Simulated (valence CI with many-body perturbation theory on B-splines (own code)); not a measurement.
**Lu49+ in brief**

Level of theory: relativistic CI+MBPT: four valence electrons over a frozen Dirac-Fock core [Ar], radial functions for each j: 9 s, 9 p, 10 d, 8 f, 5 g, 3 h, 1 i, with the one-electron correlation potential Σ1, the two-electron term Σ2, the three-electron term Σ3, Breit, model QED; selected CI, second order for the rest (own B-spline code, finite nucleus).

The last digits are not significant, and no measured levels were compared; by estimate large intervals hold to a few tenths of a per cent, small ones and those within an open d or f shell to about a per cent. The list stops below the first excitations out of the core. Only levels of the ground parity were solved; by the run's estimate the other parity begins above the list, which can be wrong where configurations are misplaced.

Levels are named by their leading jj configuration (3d3/2^4 stands for four electrons in 3d with j = 3/2), which in mixed levels can hold well under half, so a name can repeat and another be missing.

Rates and lifetimes use the calculated energies. Strong lines usually hold to 10 to 20 %, long lifetimes can be off by a factor of two.

Problem. What is the ground level?

Solution. (3d3/2^4) J=0, composition 60 % 3d4 3P + 26 % 3d4 5D + 14 % 3d4 1S.

Problem. How well does LS coupling describe the low levels?

Solution. Among the lowest 20 levels the leading LS term, summed over configurations, holds 48 % on average. For single configurations the figures are 48 % in LS and 96 % in jj coupling. Terms mix most in the J = 4 level at 62.87 eV, where the leading one holds 29 %.

Problem. What is the ionisation energy?

Solution. 4404.2 eV; NIST lists 4403 ± 4 eV (theoretical).
